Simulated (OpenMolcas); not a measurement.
## What dynamic correlation does to the levels of Mn I

```json
{"Program": "OpenMolcas 26.06", "Basis": "ANO-R3 [8s5p5d3f2g1h]", "Scalar Hamiltonian": "X2C, finite nucleus", "Active space": "5 electrons in 5 orbitals (3d)", "State averaging": "2S+1 = 6 even, 1 root; 2S+1 = 4 even, 24 roots; 2S+1 = 2 even, 75 roots (45 in the spin-orbit step)", "Spin-orbit coupling": "RASSI with atomic mean-field integrals over the reference wave functions, term energies averaged over their components"}
```

Methods on the same reference wave functions:
A. CASSCF
B. SS-CASPT2, IPEA 0.25 Eh, imaginary shift 0.1 Eh (closed shells correlated: 3s 3p 4s)

Energies in eV above 3d⁵ 4s² ⁶S_5/2.

```
          Level       A       B
 3d⁵ 4s² ⁶S_5/2  0.0000  0.0000
 3d⁵ 4s² ⁴G_5/2  3.8611   3.168
 3d⁵ 4s² ⁴G_7/2  3.8628   3.171
3d⁵ 4s² ⁴G_11/2  3.8632   3.171
 3d⁵ 4s² ⁴G_9/2  3.8638   3.172
 3d⁵ 4s² ⁴P_5/2  4.4365   3.486
 3d⁵ 4s² ⁴P_3/2  4.4410   3.491
 3d⁵ 4s² ⁴P_1/2  4.4472   3.498
 3d⁵ 4s² ⁴D_7/2  4.8005   3.812
 3d⁵ 4s² ⁴D_1/2  4.8057   3.818
 3d⁵ 4s² ⁴D_3/2  4.8104   3.823
 3d⁵ 4s² ⁴D_5/2  4.8117   3.825
3d⁵ 4s² ²I_11/2  5.4862   4.638
3d⁵ 4s² ²I_13/2  5.4901   4.643
```

From A to B the spin-free energies of the other terms of 3d⁵ 4s² shown, above ⁶S, scale by factors of 0.79 to 0.85, as is usual when dynamic correlation screens the repulsion within a d or f shell.

The lowest spin-free term lies below A's lowest term by 0.569 hartree in B.

CASPT2 breaks the degeneracy within a term, and the mean is taken; among the terms shown or strongly mixed into the levels shown the widest spread is 140 cm-1 (3d⁵ 4s² ²I, B). Some high roots are left out of the spin-orbit mixing, which shifts the levels that they would mix with. With the s shell closed, the reference lacks s² → p², s² → d² and s → d mixing, so excited terms can stand far too high and out of order, with CASPT2 too. Without dynamic correlation excited terms often stand tens of per cent too high (terms of higher spin than the ground term too low), and those without a measured partner can miss by more than the paired ones (holds for A). Levels of configurations outside the active space are missing. The table leaves out levels that lie high or whose names do not pair safely across all columns.
